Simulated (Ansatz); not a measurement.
Molecule: CH₄Al (charge +1, singlet). It need not be the lowest isomer of its formula. 
Geometry from a B3LYP-D3(BJ)/def2-TZVP (Ansatz, a first-principles code) optimisation:
```
C
H 1 1.0932
H 1 1.0932 2 108.94
H 1 1.0932 2 108.94 3 118.73
Al 1 1.9063 2 109.99 3 -120.64
H 5 1.5534 2 155.75 1 180.00
```
Charge +1, spin multiplicity 1.

Wanted: vertical ionisation energy (to the doublet state of charge +2; each state is the SCF solution reached for its spin; the molecule has degenerate orbitals, so one determinant may break the symmetry), in eV. Cores are frozen in the correlated levels unless marked. UHF or UKS for open shells. No spin-orbit coupling. Non-relativistic. CBS marks a two-point X^-3 extrapolation of the correlation energy; Hartree-Fock from the larger set. The bracket is a focal-point correction in the basis named.

```csv
level,program,vertical ionisation energy (eV)
HF/aug-cc-pV(D+d)Z,Ansatz,16.59
HF/aug-cc-pV(T+d)Z,Ansatz,16.51
HF/aug-cc-pV(Q+d)Z,Ansatz,16.50
HF/def2-QZVPPD,Ansatz,16.51
SVWN5/def2-TZVPD,Ansatz,17.43
PBE/def2-TZVPD,Ansatz,17.29
B3LYP/def2-TZVPD,Ansatz,17.44
```

Problem. What does RI-MP2/CBS(aug-cc-pV(T+d)Z,aug-cc-pV(Q+d)Z)+[CCSD(T)-MP2]/aug-cc-pV(T+d)Z (Ansatz) give?

Solution. 17.68 eV
